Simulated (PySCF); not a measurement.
Computed properties of CdF2, SMILES [F][Cd][F]

CdF2, SMILES [F][Cd][F]. Geometry optimised at PBE0-D3(BJ)/def2-TZVP. The def2 effective core potentials stand for the cores of Cd; spin–orbit coupling is left out. One conformer was computed; it need not be the lowest. All values are computed for the isolated molecule unless a solvent is named; none is compared with measurement here.

**Structure.** The optimised structure has D∞h symmetry. All 4 harmonic modes at PBE0-D3(BJ)/def2-TZVP (PySCF) are real, so it is a minimum. With heavy atoms numbered as in [Cd:1]([F:2])[F:3], the shortest bond between them is Cd1–F2 at 1.922 Å and the longest Cd1–F3 at 1.922 Å.

**Vibrations.** The strongest infrared lines (harmonic, unscaled, degenerate partners summed) lie at 647 cm⁻¹ (104 km/mol, F 75 %, Cd 25 %), 138 cm⁻¹ (70 km/mol, F 75 %, Cd 25 %). The softest mode is at 138 cm⁻¹ and the zero-point energy is 2.1 kcal/mol.

**Electronic structure.** r2SCAN/def2-TZVPD (PySCF) places the frontier levels at -8.65 and -3.15 eV, a gap of 5.50 eV, and gives a dipole moment of 0.00 D and a mean polarisability of 27.4 bohr³.

**Excitations.** TDDFT-B3LYP/def2-TZVPD (PySCF) has S1 at 5.60 eV (222 nm, f = 0.000, dark); the most intense of the 10 singlets computed lies at 7.38 eV (f = 0.13). Strengths of degenerate partners are summed. T1 (TDA) is at 5.22 eV. No vertical singlet excitation falls in the visible range (under 3.1 eV).
